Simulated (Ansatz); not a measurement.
One change: `C=C([SiH3])[O][AlH][F]` becomes `C=C([SiH3])OC`.

Ansatz, PBE0-D4/def2-TZVP geometries, multiplicity 1. Each molecule was computed in one conformer, which needn't be the lowest.

| property | `C=C([SiH3])[O][AlH][F]` |
| --- | --- |
| HOMO energy (B3LYP/def2-TZVPP) / eV | -6.97 |
| HOMO–LUMO gap (PBE/def2-TZVPP) / eV | 4.41 |
| size of the dipole moment (B3LYP/def2-TZVPP) / D | 1.39 |
| LUMO energy (PBE/def2-TZVPP) / eV | -1.67 |
| LUMO energy (PBE0/def2-TZVPP) / eV | -0.85 |
| HOMO–LUMO gap (B3LYP/def2-TZVPP) / eV | 5.88 |

(1) What does the change do to each property? (Estimate.)

## Answers

(1) Computed: 
```tsv
property	`C=C([SiH3])OC`	shift
HOMO energy (B3LYP/def2-TZVPP) / eV	-6.69	0.28
HOMO–LUMO gap (PBE/def2-TZVPP) / eV	4.90	0.49
size of the dipole moment (B3LYP/def2-TZVPP) / D	1.45	0.06
LUMO energy (PBE/def2-TZVPP) / eV	-0.83	0.84
LUMO energy (PBE0/def2-TZVPP) / eV	0.14	0.99
HOMO–LUMO gap (B3LYP/def2-TZVPP) / eV	6.61	0.73
```

With PBE0 the HOMO rises by 0.28 eV and the LUMO rises by 0.99 eV, so the gap widens by about 0.71 eV. PBE moves the HOMO by 0.35 eV and ωB97M-V by 0.25 eV. Dipoles are sizes alone; their direction can turn.

B3LYP here is the variant with VWN-RPA as its local correlation; programs differ in this.
